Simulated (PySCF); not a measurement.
## Excitation energy of Si²⁺ by level of theory

Si²⁺ [Ne] 3s2 (1S) → Si²⁺ [Ne] 3d2 (3F), as a difference of total energies. Computed with PySCF 2.14 in dyall-av3z, with scalar relativity by spin-free X2C-1e. Correlated levels: valence: [Ne] frozen; virtual orbitals above 40 to 60 times the deepest correlated orbital energy dropped. The calculations carry no spin-orbit coupling.

```json
{"method": "UHF", "excitation energy (eV)": "36.311"}
{"method": "LDA", "excitation energy (eV)": "36.431"}
{"method": "PBE", "excitation energy (eV)": "35.697"}
{"method": "PBE0", "excitation energy (eV)": "36.044"}
{"method": "r2SCAN", "excitation energy (eV)": "35.657"}
{"method": "TPSSh", "excitation energy (eV)": "35.679"}
{"method": "LC-wPBE", "excitation energy (eV)": "36.636"}
{"method": "HSE06", "excitation energy (eV)": "36.049"}
{"method": "B2PLYP", "excitation energy (eV)": "36.710"}
{"method": "MP2 (valence)", "excitation energy (eV)": "36.988"}
{"method": "SCS-MP2 (valence)", "excitation energy (eV)": "37.300"}
```

Question: How much does correlation contribute at MP2 (valence)?

Answer: 36.988 − (36.311) = 0.677 eV, measured against UHF.

The upper state lies above the first ionisation limit, where it may autoionise and the basis confines it.

The promoted electron is Rydberg-like, and one or two diffuse shells describe it only roughly, which tends to raise the upper state.
